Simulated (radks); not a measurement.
Ir1.25+, configuration [Xe] 4f14 6s2 5d(up 4.5, down 1.25) (fractional occupations, a model configuration). Method: scalar-relativistic Kohn-Sham, r2SCAN, spin-polarised, spherical densities, finite nucleus; meta-GGA in the generalised Kohn-Sham scheme; Fermi nuclear charge, rms radius 5.4032 fm; computed with a radial shooting solver on a logarithmic mesh with Libxc functionals.

Normalised radial functions P(r) = r R(r), r in bohr:

```
   r/bohr * 6s down (the largest magnitude, 0.708, reaches the edge; | marks zero)
0.0008851                             |*
 0.001022                             |*
  0.00119                             |*
 0.001385                             |*
 0.001613                             |*
 0.001878                             |*
 0.002168                             | *
 0.002524                             | *
 0.002939                             | *
 0.003421                             | *
 0.003983                             | *
   0.0046                             | *
 0.005355                             |  *
 0.006234                             |  *
 0.007257                             |  *
 0.008381                             |  *
 0.009757                             | *
  0.01136                             | *
  0.01322                             | *
  0.01539                             |*
  0.01778                             |*
   0.0207                             *
  0.02409                            *|
  0.02805                           * |
  0.03266                          *  |
  0.03771                         *   |
   0.0439                         *   |
  0.05111                         *   |
   0.0595                          *  |
  0.06927                           * |
     0.08                             *
  0.09313                             | *
   0.1084                             |   *
   0.1262                             |    *
   0.1469                             |     *
   0.1697                             |    *
   0.1976                             | *
     0.23                           * |
   0.2677                       *     |
   0.3117                     *       |
     0.36                     *       |
   0.4191                        *    |
   0.4878                             *
   0.5679                             |     *
   0.6612                             |          *
   0.7636                             |            *
   0.8889                             |          *
    1.035                             |     *
    1.205                           * |
    1.391                   *         |
     1.62           *                 |
    1.886     *                       |
    2.195  *                          |
    2.555  *                          |
    2.951     *                       |
    3.436          *                  |
        4                *            |
    4.656                     *       |
    5.421                         *   |
     6.26                           * |
    7.288                            *|
    8.485                             *
```

6s down: eigenvalue -16.402 eV, 5 radial nodes at r = 0.0206, 0.0823, 0.212, 0.484, 1.16 bohr, <r> = 2.65 bohr, 90 % of the charge inside 3.84 bohr.
